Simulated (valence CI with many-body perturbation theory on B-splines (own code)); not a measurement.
# O II: configurations and terms from energies and g

Calculated by valence CI with perturbative core correlation (CI+MBPT): five valence electrons over a frozen Dirac-Fock core [He], radial functions for each j: 10 s, 10 p, 9 d, 7 f, 4 g, 2 h, with the one-electron correlation potential Σ1 (screened to all orders), the two-electron term Σ2, the three-electron term Σ3, Breit, model QED; selected single and double excitations, second order for the rest, scaled by the run's own slope (own B-spline code, finite nucleus).

Against 59 measured levels this calculation errs by 105 cm⁻¹ on average and by 260 at most. These come from a selection out of the NIST Handbook of Basic Atomic Spectroscopic Data. Levels without a partner in it may be off by more. Among the levels kept, up to 910 cm⁻¹ of a level comes from second order outside the variational space, and about a tenth of that is noise between levels of different J, which matters for small intervals.

```
No.    J  Parity  E (cm⁻¹)      g
  1  3/2     odd       0.0  2.002
  2  5/2     odd     26948  1.200
  3  3/2     odd     26978  0.800
  4  1/2     odd     40640  0.666
  5  3/2     odd     40667  1.334
  6  5/2    even    119850  1.601
  7  3/2    even    120002  1.735
  8  1/2    even    120097  2.670
  9  5/2    even    166124  1.200
 10  3/2    even    166130  0.799
 11  1/2    even    185097  2.670
 12  3/2    even    185202  1.735
 13  5/2    even    185358  1.601
 14  1/2    even    188771  0.666
```

Energies count from the lowest level. Strongly mixed levels and levels close to another of their J and parity are left out, so the numbers can have gaps.

Question: Give configuration and LS term of each level.

Answer: 1: 2s2 2p3 4S°; 2: 2s2 2p3 2D°; 3: 2s2 2p3 2D°; 4: 2s2 2p3 2P°; 5: 2s2 2p3 2P°; 6: 2s 2p4 4P; 7: 2s 2p4 4P; 8: 2s 2p4 4P; 9: 2s 2p4 2D; 10: 2s 2p4 2D; 11: 2s2 2p2 3s 4P; 12: 2s2 2p2 3s 4P; 13: 2s2 2p2 3s 4P; 14: 2s2 2p2 3s 2P.
